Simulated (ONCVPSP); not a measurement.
# Tl: one change to an ONCV potential, before and after

- Element: thallium (Tl)
- Generator: ONCVPSP 4.0.1
- Type: optimised norm-conserving Vanderbilt (ONCV)
- Functional: PBEsol
- Relativity: scalar-relativistic
- Frozen core: [Kr] 4d10 4f14 5s2
- Valence charge: 19
- Reference configuration: 5p6 5d10 6s2 6p1
- Partial waves: 6s: rc 2.20 bohr, ncon 3, nbas 6, qcut 2.8 1/bohr, 2 projectors, debl 3.6 Ha; 5p+6p: rc 1.90 bohr, ncon 5, nbas 10, qcut 8.8 1/bohr, 2 projectors; 5d: rc 1.45 bohr, ncon 4, nbas 8, qcut 5.9 1/bohr, 2 projectors, debl 1.9 Ha
- Local potential: polynomial inside 1.40 bohr (lpopt 5, dvloc0 4 Ha)
- Core correction: Teter function, fcfact 5.75, rcfact 1.2

Change: p: rc 1.34; local potential polynomial inside 1.34 bohr (lpopt 5, dvloc0 4 Ha).

Cutoffs: the cutoffs (Ha) at which the residual kinetic energy of the hardest occupied pseudo-wave falls to 1 and 0.1 mHa per electron; they do not see the model core or the augmentation charge, which bear on the density cutoff. Errors are all-electron minus pseudo energies relative to the spin-unpolarised reference configuration.

Task: Predict the effect on cutoff, ghosts and configuration errors.

Result: The potential gets neither clearly harder nor softer (52 Ha and 105 Ha → 52 Ha and 105 Ha); the d channel sets the loose cutoff, while the largest relative change is in p, which becomes harder; the lowest positive-energy flag moves from s at 33.7 eV to s at 15.8 eV; of the 3 tests that both files solve, the error grows in 0 and shrinks in 1 by more than 15 % and 0.3 meV (median size 8.9 → 8.2 meV); neither file shows a bound ghost.

```tsv
quantity	base	changed
cutoff, loose	52 Ha	52 Ha
cutoff, tight	105 Ha	105 Ha
loose cutoff by channel	s 12 Ha, p 17 Ha, d 52 Ha	s 12 Ha, p 35 Ha, d 52 Ha
bound ghosts	none	none
GHOST(+) flags under 300 eV	s at 33.7 eV	s at 15.8 eV, d at 130.1 eV
tests with a reliable result	3 of 4	3 of 4
error for 5p6 5d10 6s2 6p0, meV [ΔE 5.15 eV]	-2.7	-2.2
error for 5p6 5d10 6s1 6p0, meV [ΔE 25.99 eV]	-12	-12
error for 5p6 5d10 6s1 6p2, meV [ΔE 7.45 eV]	-8.9	-8.2
s: phases at 2.24 bohr within 0.05 rad from the reference energy up to (Ha; the scan ends near 5)	1.1	0.5
d: phases at 1.47 bohr within 0.05 rad from the reference energy up to (Ha; the scan ends near 5)	to the end of the scan	4.1
rms error of d²Exc/dni dnj with the model core, mHa	0.81	1.02
```
